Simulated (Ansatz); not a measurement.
Stepwise reaction of `C[SiH](Cl)[Al]([F])[Cl]` with hydrogen, as a gas-phase model of exchange steps in deposition or etching. ΔE in kJ/mol.

Gas-phase electronic energies from Ansatz, PBE0-D4/def2-TZVP geometries. CCSD(T)/CBS is the MP2 limit (def2-TZVPP, def2-QZVPP) plus CCSD(T) − MP2 in def2-TZVPP, frozen cores. This one scheme is used for every species. DFT in def2-TZVPP. B3LYP here is the variant with VWN-RPA as its local correlation; programs differ in this. One conformer a species, not always the lowest.

```csv
step,reaction,PBE-D4,B3LYP-D4,ωB97M-V,CCSD(T)/CBS
1,`C[SiH](Cl)[Al]([F])[Cl]` + H₂ → `C[SiH2][Al]([F])[Cl]` + HCl,75.2,75.7,75.8,75.4
2,`C[SiH2][Al]([F])[Cl]` + H₂ → `C[SiH2][AlH][F]` + HCl,152.9,154.7,155.0,156.1
```

By hand: ΔE of the 2 steps together at CCSD(T)/CBS.

(75.4) + (156.1) = 231.5 kJ/mol, or 115.8 kJ/mol a step.

In ΔE each step is higher than the one before. All are uphill at CCSD(T)/CBS. PBE-D4 differs from CCSD(T)/CBS by -3.2 to -0.2 kJ/mol a step. Isolated molecules leave out the surface, adducts and barriers. Largest T1 diagnostic: 0.012.
